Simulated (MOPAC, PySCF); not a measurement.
CH$_{7}$B$_{2}$N, SMILES `BBNC`, neutral singlet in the gas phase. 

Z-matrix (Å, degrees):
```
N
H 1 1.0088
B 1 1.3900 2 119.47
C 1 1.4534 2 113.50 3 -179.93
H 4 1.0897 1 109.27 2 -179.54
H 4 1.0934 5 108.06 1 -121.57
H 4 1.0935 5 108.07 6 -116.82
H 3 1.2060 1 116.11 2 0.04
B 3 1.6650 8 115.83 1 179.99
H 9 1.1972 3 122.36 8 87.42
H 9 1.1972 10 115.12 3 174.84
```
Charge 0, multiplicity 1.

All levels are single points at this geometry (B3LYP-D3(BJ)/def2-TZVP); Pople sets use spherical d functions. Orbital energies aren't observables, and empty levels follow the basis.

BP86/6-31G* in PySCF gives HOMO (eV) = -6.24.

Estimate the HOMO (eV) from each of these levels: ωB97X-D3(BJ)/def2-TZVP in PySCF; PBE/6-31G* in PySCF; HF/6-31G* in PySCF; PM3 in MOPAC; PM6 in MOPAC.


```
level                            HOMO (eV)
-------------------------------  ---------
ωB97X-D3(BJ)/def2-TZVP in PySCF     -10.22
PBE/6-31G* in PySCF                  -6.13
HF/6-31G* in PySCF                  -10.76
PM3 in MOPAC                        -10.31
PM6 in MOPAC                         -9.46
```
